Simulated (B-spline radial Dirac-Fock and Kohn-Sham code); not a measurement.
**Dipole and non-dipole photoemission parameters of Al²⁺ 2s**

System: Al²⁺, 1s2 2s2 2p6 3s1; threshold 140.2 eV (orbital energy of the model). Model: Dirac-Hartree-Slater photoionisation with a Latter tail; cross sections with all multipoles, angular parameters from the dipole term and its interference with E2. Program: an atomic code on a B-spline grid.

The run's input, task.json:

```json
{"items": [{
  "Z": 13,
  "q": 2,
  "cfg": [[1, 0, 2], [2, 0, 2], [2, 1, 6], [3, 0, 1]],
  "A": 27,
  "rrms": 3.061,
  "do": "xps",
  "hv": [55.9, 59.3, 80, 87.4, 100, 167.0, 200, 238.0, 265.0, 274.0, 548.0, 774.0, 800, 875.0, 982.0, 1000, 1210.0, 1330.0, 1510.0, 1700.0, 1900.0, 2050.0, 2520.0, 3420.0, 4000, 4760.0, 9251.7, 10900.0, 11100.0, 15000]
}]}
```

Command: `python xray2_run.py task.json out`

| hν (eV) | σ (kb) | β | γ |
| --- | --- | --- | --- |
| 167 | 471 | 2.000 | 0.224 |
| 200 | 398 | 2.000 | 0.096 |
| 238 | 321 | 2.000 | 0.018 |
| 265 | 276 | 2.000 | -0.011 |
| 274 | 263 | 2.000 | -0.018 |
| 548 | 83.3 | 2.000 | 0.026 |
| 774 | 42.5 | 2.000 | 0.135 |
| 800 | 39.7 | 2.000 | 0.147 |
| 875 | 33.1 | 2.000 | 0.182 |
| 982 | 26.0 | 2.000 | 0.232 |
| 1000 | 25.0 | 2.000 | 0.240 |
| 1210 | 16.5 | 2.000 | 0.332 |
| 1330 | 13.3 | 2.000 | 0.382 |
| 1510 | 9.95 | 2.000 | 0.452 |
| 1700 | 7.53 | 2.000 | 0.522 |
| 1900 | 5.78 | 2.000 | 0.591 |
| 2050 | ? | ? | ? |
| 2520 | 2.88 | 2.000 | 0.784 |
| 3420 | 1.32 | 2.000 | 1.019 |
| 4000 | 0.871 | 2.000 | 1.152 |
| 4760 | 0.546 | 2.000 | 1.309 |
| 9251.7 | 0.0848 | 2.000 | 2.028 |
| 10900 | 0.0527 | 2.000 | 2.241 |
| 11100 | 0.0499 | 2.000 | 2.265 |
| 15000 | 0.0204 | 1.999 | 2.699 |

Problem. Give the values at 2050 eV.

Solution. σ = 4.80 kb, β = 2.000, γ = 0.641. For an s subshell δ is negligible.

Values without a named source are computed, but for edge energies of neutral atoms, which are taken from tables.
